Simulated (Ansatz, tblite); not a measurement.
Forces on the cluster Be3Se3 at its PBE0-D4/def2-SVP geometry. The state is a singlet with charge 0.

The xTB rows come from tblite. The structure comes from a short search, and lower isomers may exist.

GFN1-xTB (tblite), largest force 0.42 eV/Å:

```xyz
6
positions Å, forces eV/Å
Be   -0.870   -1.027    0.557   -0.202   -0.238    0.129
Be   -0.541    0.994   -0.917   -0.125    0.231   -0.213
Be    1.411    0.032    0.360    0.328    0.007    0.084
Se   -2.252   -0.052   -0.575   -0.407   -0.010   -0.104
Se    1.389    1.639   -0.889    0.251    0.297   -0.162
Se    0.863   -1.587    1.464    0.156   -0.288    0.265
```

GFN2-xTB (tblite), largest force 0.45 eV/Å:

```
Be -0.022 -0.026 0.014
Be -0.014 0.026 -0.023
Be 0.036 0.001 0.010
Se 0.434 0.009 0.111
Se -0.268 -0.315 0.170
Se -0.167 0.305 -0.282
```

r2SCAN-D4/def2-TZVP (Ansatz), largest force 0.08 eV/Å:

```
Be 0.047 0.056 -0.029
Be 0.030 -0.052 0.050
Be -0.076 -0.002 -0.018
Se -0.006 -0.001 -0.002
Se 0.003 0.004 -0.004
Se 0.002 -0.005 0.003
```
